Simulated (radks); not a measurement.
Results of a calculation; reference values are marked as such.
Q: The manganese ion Mn3+ is in [Ar] 3d4. Level of theory: scalar-relativistic Kohn-Sham, r2SCAN, spin-polarised, spherical densities, finite nucleus; meta-GGA in the generalised Kohn-Sham scheme; Fermi nuclear charge, rms radius of each element as measured or else 0.836 A^(1/3) + 0.57 fm (a radial shooting solver on a logarithmic mesh with Libxc functionals). Open shells are filled with parallel spins first. One electron is removed from 3d, 2p, 3p, 3s in turn, with full relaxation. Which removal costs least, and what does each cost?

A: 3d 52.635 eV; 3p 97.633 eV; 3s 130.71 eV; 2p 699.54 eV. The 3d electron leaves first.
